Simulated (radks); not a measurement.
Species: Cd5+. Configuration: [Kr] 4d7. Method: Dirac Kohn-Sham, PBE, spin-unpolarised, spherical densities, point nucleus; open shells are shared between the two j in proportion to 2j + 1; computed with a radial shooting solver on a logarithmic mesh with Libxc functionals. Some entries of the table are withheld. Estimate them.

orbital  occ.  eigenvalue (eV)  <r^2> (bohr^2)
1s1/2       2        -26585.78        0.001250
2s1/2       2        -4011.121         0.02037
2p1/2       2        -3739.296         0.01520
2p3/2       4        -3546.836         0.01652
3s1/2       2        -809.0899          0.1466
3p1/2       2        -700.2136             (1)
3p3/2       4        -665.8040             (2)
3d3/2       4              (3)          0.1315
3d5/2       6              (4)          0.1341
4s1/2       2        -178.6642             (5)
4p1/2       2        -143.1096          0.9536
4p3/2       4        -136.9546           1.010
4d3/2     2.8         -80.8735           1.427
4d5/2     4.2         -79.9829           1.453

Answer. 
(1) 3p1/2 <r^2> (bohr^2): 0.1418
(2) 3p3/2 <r^2> (bohr^2): 0.1507
(3) 3d3/2 eigenvalue (eV): -473.2932
(4) 3d5/2 eigenvalue (eV): -466.2959
(5) 4s1/2 <r^2> (bohr^2): 0.8465
